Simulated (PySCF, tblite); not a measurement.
Species: C5H4F2O2.
Atom-mapped SMILES: `[F:1][CH:2]([F:3])[O:4][c:5]1[cH:6][cH:7][cH:8][o:9]1` (hydrogens: H10 on C2; H11 on C6; H12 on C7; H13 on C8)

Computed with GFN2-xTB (tblite), gas phase: Langevin dynamics at 300 K from the optimised GFN2-xTB geometry, time step 0.5 fs, friction 0.01 fs⁻¹, 2000 steps. Over the second half of the run the saved frames average 301 K.

Frame at 250 fs, instantaneous temperature 469 K:
```
atom  x, y, z in Å
F1      2.464   -0.256    0.306
C2      1.692    0.797    0.742
F3      2.404    1.241    1.864
O4      0.488    0.415    1.201
C5     -0.404   -0.082    0.339
C6     -1.413   -0.972    0.618
C7     -2.035   -1.163   -0.678
C8     -1.363   -0.385   -1.537
O9     -0.267    0.177   -0.982
H10     1.675    1.610    0.014
H11    -1.679   -1.413    1.585
H12    -2.935   -1.734   -0.901
H13    -1.645   -0.197   -2.497
```

Frame at 425 fs, instantaneous temperature 294 K:
```
atom  x, y, z in Å
F1      2.346   -0.396    0.954
C2      1.321    0.528    0.976
F3      1.749    1.559    1.815
O4      0.272   -0.151    1.496
C5     -0.701   -0.652    0.623
C6     -1.945   -1.155    0.773
C7     -2.323   -1.441   -0.600
C8     -1.312   -1.037   -1.377
O9     -0.286   -0.603   -0.628
H10     1.193    0.894   -0.021
H11    -2.546   -1.235    1.667
H12    -3.254   -1.872   -0.962
H13    -1.086   -1.205   -2.448
```

Frame at 625 fs, instantaneous temperature 266 K:
```
atom  x, y, z in Å
F1      2.129   -1.157    1.148
C2      1.401    0.021    0.935
F3      2.055    1.050    1.461
O4      0.161   -0.200    1.546
C5     -0.908   -0.507    0.712
C6     -2.247   -0.318    0.780
C7     -2.770   -0.954   -0.421
C8     -1.630   -1.584   -0.984
O9     -0.543   -1.286   -0.310
H10     1.312    0.130   -0.176
H11    -2.788    0.365    1.328
H12    -3.783   -1.201   -0.740
H13    -1.437   -2.101   -1.933
```

Frame at 800 fs, instantaneous temperature 240 K:
```
atom  x, y, z in Å
F1      1.910   -1.248    1.570
C2      1.448   -0.169    0.897
F3      2.081    0.901    1.359
O4      0.108   -0.060    1.170
C5     -0.994   -0.444    0.496
C6     -2.297    0.050    0.598
C7     -2.942   -0.389   -0.564
C8     -2.047   -1.219   -1.245
O9     -0.829   -1.250   -0.593
H10     1.639   -0.398   -0.191
H11    -2.672    0.722    1.331
H12    -3.881   -0.233   -0.973
H13    -2.166   -1.733   -2.243
```

Frame at 1000 fs, instantaneous temperature 392 K:
```
atom  x, y, z in Å
F1      1.869   -1.520    1.256
C2      1.288   -0.278    1.044
F3      1.980    0.556    1.838
O4      0.038   -0.297    1.487
C5     -1.008   -0.442    0.626
C6     -2.353   -0.096    0.836
C7     -3.033   -0.757   -0.227
C8     -2.099   -1.305   -1.080
O9     -0.860   -1.082   -0.525
H10     1.511    0.099    0.052
H11    -2.732    0.509    1.651
H12    -4.084   -0.709   -0.437
H13    -2.117   -1.887   -2.046
```

Task: What do single points at PBE0/pcSseg-1 (PySCF, gas phase) give on these frames?

Result: 
| t (fs) | GFN2-xTB E above start (eV) | DFT E above lowest frame (eV) | HOMO (eV) | LUMO (eV) | dipole (D) |
| --- | --- | --- | --- | --- | --- |
| 250 | 0.41 | 0.08 | -6.65 | -0.02 | 2.96 |
| 425 | 0.41 | 0.01 | -6.96 | 0.05 | 3.63 |
| 625 | 0.56 | 0.20 | -6.75 | -0.08 | 3.10 |
| 800 | 0.58 | 0.21 | -6.31 | -0.22 | 2.58 |
| 1000 | 0.37 | 0.00 | -6.65 | -0.17 | 3.12 |

Both levels order the frames alike by energy; measured from each level's lowest frame they differ by 0.04 eV at most. The HOMO–LUMO gap runs from 6.09 to 7.01 eV. These are instantaneous structures, not minima.

Task: And the isotropic GIAO shieldings (ppm) from the same runs?

Result: 
```csv
atom,250 fs,425 fs,625 fs,800 fs,1000 fs,mean,range
F1,248.6,241.2,234.0,251.0,241.3,243.2,17.0
C2,59.8,57.7,55.3,65.9,64.9,60.7,10.6
F3,249.6,254.6,271.3,272.6,265.7,262.8,23.0
O4,176.0,157.8,150.4,159.3,168.9,162.5,25.6
C5,23.9,27.7,26.4,20.0,22.3,24.1,7.7
C6,86.7,97.9,93.8,93.0,86.4,91.6,11.5
C7,63.9,66.6,58.6,61.7,63.2,62.8,8.0
C8,49.3,51.2,38.7,36.5,44.1,44.0,14.7
O9,74.3,65.2,43.1,38.5,41.1,52.4,35.8
H10,24.4,24.6,24.3,24.2,24.8,24.5,0.6
H11,25.0,25.5,26.4,25.8,25.2,25.6,1.4
H12,24.7,24.8,24.2,25.2,24.9,24.8,1.0
H13,25.5,24.2,23.9,23.2,23.2,24.0,2.3
```

What follows is the cost of the whole dynamics run. The run took 23 s on Intel Xeon Platinum 8175M at 2.50 GHz, one thread, shared host with 32 logical CPUs at a one-minute load of 26, and the process peaked at 0.18 GiB of memory.
